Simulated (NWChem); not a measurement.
# CH5AlO; SMILES [AlH2][O]C

```xyz
8

Al     0.0816    -1.1929    -0.0030
H      1.2493    -2.2565     0.0383
H     -1.4661    -1.5469    -0.0644
O      0.5628     0.4347     0.0218
C      0.0064     1.7055     0.0052
H     -1.0998     1.6943    -0.0378
H      0.2987     2.2709     0.9081
H      0.3676     2.2779    -0.8679
```
Atoms are numbered in this order, from 1.

Program: NWChem. Coordinates come from a PBE0/def2-SVP optimisation. GIAO values for the isolated, static molecule; σ is the absolute isotropic shielding, δ = σ(reference) − σ with the isolated reference molecule computed at the same levels (13C: tetramethylsilane, 1H: tetramethylsilane, 17O: water).

For level LDA (Slater exchange, VWN5)/pcSseg-1:

| Item | Result |
|---|---|
| σ Al1 (ppm) | 337.7 |
| δ H2 (ppm) | 4.69 |
| δ H3 (ppm) | 5.09 |
| δ O4 (ppm) | 123.7 |
| δ H6 (rotor mean) (ppm) | 4.34 |

Question: Estimate the same quantities for level KT2/pcSseg-1.

Answer: 
* **σ Al1 (ppm)**: 385.3
* **δ H2 (ppm)**: 4.42
* **δ H3 (ppm)**: 4.79
* **δ O4 (ppm)**: 107.9
* **δ H6 (rotor mean) (ppm)**: 4.22
